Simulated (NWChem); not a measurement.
System meant: CrNH$_{3}$SO$_{2}$; SMILES [NH]=[Cr](=[O])([OH])[SH]

Input file for NWChem:

```
start job
memory heap 200 mb stack 900 mb global 1100 mb
geometry units angstroms noautoz
  Cr    -0.033743     0.396020    -0.163056
  O      0.796049     0.897058     1.019491
  N      0.691480     0.649735    -1.564466
  H      1.641162     0.982989    -1.768121
  O     -1.617800     1.101026    -0.241144
  H     -2.019393     1.233989     0.630348
  S     -0.117597    -1.793602     0.126836
  H     -0.303704    -2.071796    -1.183050
end
basis spherical
  * library def2-svp
end
dft
  xc b3lyp
  iterations 4
  mulliken
end
task dft energy
```

End of the output:

```
    Atom       Charge   Shell Charges
 -----------   ------   -------------------------------------------------------
    1 Cr  24    24.13   2.00  2.00  1.89  0.28  0.09  5.99  5.83  1.08  3.10  1.83  0.03
    2 O    8     8.35   1.98  0.99  0.68  2.85  1.83  0.02
    3 N    7     6.60   1.97  0.79  0.52  1.85  1.44  0.03
    4 H    1     0.90   0.57  0.22  0.11
    5 O    8     8.26   1.97  0.90  0.60  2.82  1.94  0.02
    6 H    1     0.89   0.55  0.16  0.19
    7 S   16    15.89   2.00  1.95  0.98  0.66  5.81  1.91  2.52  0.05
    8 H    1     0.98   0.60  0.30  0.08

 center of mass
 --------------
 x =   0.00509551 y =   0.01676077 z =   0.02872896

 moments of inertia (a.u.)
 ------------------
         758.867494875673           0.000000000000          -0.000000000000
           0.000000000000         429.829853427824          -0.000000000000
          -0.000000000000          -0.000000000000         796.664002956690

     Multipole analysis of the density
     ---------------------------------

     L   x y z        total         alpha         beta         nuclear
     -   - - -        -----         -----         ----         -------
     0   0 0 0     -0.000000    -33.000000    -33.000000     66.000000

     1   1 0 0      1.014139      0.507069      0.507069     -0.000000
     1   0 1 0      0.129654      0.064827      0.064827     -0.000000
     1   0 0 1     -1.969757     -0.984878     -0.984878      0.000000

     2   2 0 0    -30.035637    -80.574940    -80.574940    131.114242
     2   1 1 0      2.158735      1.226878      1.226878     -0.295020
     2   1 0 1     -7.306598     -0.630046     -0.630046     -6.046506
     2   0 2 0    -34.381275   -163.132787   -163.132787    291.884298
     2   0 1 1      0.411062     -1.558542     -1.558542      3.528145
     2   0 0 2    -33.771060    -69.056305    -69.056305    104.341551

 ------------------------------------------------------------------------
 dft energy failed                                                                                  0
 ------------------------------------------------------------------------
 ------------------------------------------------------------------------
  current input line :
    21: task dft energy
 ------------------------------------------------------------------------
 ------------------------------------------------------------------------
 This type of error is most commonly associated with calculations not reaching convergence criteria
 ------------------------------------------------------------------------
 For more information see the NWChem manual at https://nwchemgit.github.io

0:dft energy failed:Received an Error in Communication
```

**Question.** What is wrong, and how is it mended?

**Answer.** The run did not converge; its last values are not results. Cause: the SCF was allowed too few iterations. This input runs:
```
start job
memory heap 200 mb stack 900 mb global 1100 mb
geometry units angstroms noautoz
  Cr    -0.033743     0.396020    -0.163056
  O      0.796049     0.897058     1.019491
  N      0.691480     0.649735    -1.564466
  H      1.641162     0.982989    -1.768121
  O     -1.617800     1.101026    -0.241144
  H     -2.019393     1.233989     0.630348
  S     -0.117597    -1.793602     0.126836
  H     -0.303704    -2.071796    -1.183050
end
basis spherical
  * library def2-svp
end
dft
  xc b3lyp
  iterations 150
  mulliken
end
task dft energy
```
It converges to -1649.30907 Ha (B3LYP/def2-SVP).
